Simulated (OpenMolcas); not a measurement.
Ag2+ (d9) in a complex was computed by SS-CASPT2, IPEA 0.25 Eh, imaginary shift 0.1 Eh with the d shell active (OpenMolcas, ANO-RCC-VDZP on the metal). Its lowest spin-free states, and all those of the highest spin:

```
2S+1  Degeneracy  E (cm-1)
   2           3         0
   2           2      6960
```

Problem. Is the site octahedral, tetrahedral or cube-like, axial, or of lower symmetry?

Solution. The states with 2S+1 = 2 have orbital degeneracies 3, 2. Threefold states need a cubic site. For d9 at this spin an octahedron puts the twofold E below the threefold T2 and a tetrahedron or cube puts the threefold T2 below the twofold E, so the site is a tetrahedron or a cube, which this pattern cannot tell apart. The first gap at this spin, 6960 cm-1, is |10Dq| in ligand-field theory. The run had Ag2+ with 4 ligands (fluoride) in tetrahedral coordination (Td) at 2.1 Å. A charge of +0.5 e stands 2.8 Å behind each ligand. Ligand basis ANO-RCC-VDZP.

Roots that are degenerate in the reference are averaged as groups; the widest CASPT2 spread within a group is 110 cm-1 (the 3-fold group of multiplicity 2 near 0 cm-1 above the lowest state of its run). Shifts and gaps below about the spread of the groups concerned are not significant. An orbital triplet at a regular site is open to Jahn-Teller coupling, which can distort the site and quench the lowest spin-orbit gaps and is left out. Ligand-to-metal charge-transfer states are missing. With one d shell and no ligand orbital active, 10Dq can be off by a tenth or more. No measured value stands beside these numbers; the geometry was imposed, not optimised, and the real ion may take another.
